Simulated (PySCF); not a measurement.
NMR data sheet: C8H8OSi

* Formula: C8H8OSi
* SMILES: C=C(C)[SiH2]C#CC#CC=O
* Point group of the computed structure: C1
* Degrees of unsaturation: 6
* Carbon signals: 8
* Proton signals: 5

Structure with atom numbers: `[CH2:1]=[C:2]([CH3:3])[SiH2:4][C:5]#[C:6][C:7]#[C:8][CH:9]=[O:10]`. Hydrogens are named by the atom that carries them. Ha(C1) is cis to C3; Hb(C1) is trans to C3.

- PBE0/pcSseg-1 with gauge-including orbitals
- coordinates at the GFN2-xTB level
- run in PySCF
- one computed conformer, in vacuum, relativity neglected, one averaged value for each set of equivalent atoms

Referencing at the same level of theory: ¹H and ¹³C and ²⁹Si vs TMS; H2O for ¹⁷O.

```tsv
carbon	δC, type	δH (multiplicity)	HMBC from (2–3 bonds)	span of the C tensor (ppm)
C1	139.7, CH2	Ha(C1) 6.32 (br s); Hb(C1) 6.08 (br s)	H(Si4), H(C3)	214
C2	145.2, C	–	Ha(C1), Hb(C1), H(Si4), H(C3)	244
C3	26.9, CH3	2.07 (s)	Ha(C1), Hb(C1), H(Si4)	41
C5	103.4, C	–	H(Si4)	261
C6	98.6, C	–	H(Si4)	266
C7	89.1, C	–	H(C9)	166
C8	75.4, C	–	H(C9)	277
C9	181.1, CH	9.58 (s)	–	191
```

Other nuclei:
```csv
atoms,nucleus,environment,δ (ppm),σ (ppm)
H(Si4),¹H,hydrogen on a silicon bonded to 2 C,4.74,26.98
Si4,²⁹Si,"silicon bonded to 2 C, 2 H",-68.3,417.5
O10,¹⁷O,aldehyde oxygen,772.1,-436.0
```

- Carbon types of the structure: 5 × C, 1 × CH, 1 × CH2, 1 × CH3, leaving 2 H on heteroatoms.
- δC 181.1: aldehyde carbonyl carbon; low-lying n→π* states of the double bond to the heteroatom give a large paramagnetic term (-245 ppm).
- δC 145.2: fully substituted alkene carbon; the olefinic region.
- δC 139.7: terminal =CH2 carbon; the olefinic region.
- δC 103.4, 98.6, 89.1, 75.4: alkyne carbon; the triple bond shields along its axis, which puts it between sp3 and sp2 carbons.
- δH 9.58: hydrogen on an aldehyde carbonyl carbon; deshielded by the polar, anisotropic C=O bond.

Shifts are as computed. Against solution values, carbons near 30 ppm lie about +3 ppm off and those near 130 ppm about +5 ppm. Of 1309 compounds with measured shifts, 239 miss one by over three times the rms of a fit or turn the order of signals round; such compounds aren't used in these exercises. Unscaled 17O shifts of doubly bonded oxygen tend to come out too high, by tens of ppm or more. Experimental scales use liquid or dissolved standards, which lie at an offset from isolated H2O (liquid H2O: subtract about 36 ppm). No couplings were computed; multiplicities are counted from neighbouring protons, with m where these are inequivalent, close in shift, in a saturated or five-membered ring or joined by F or P, and br s for small geminal =CH2 splittings.
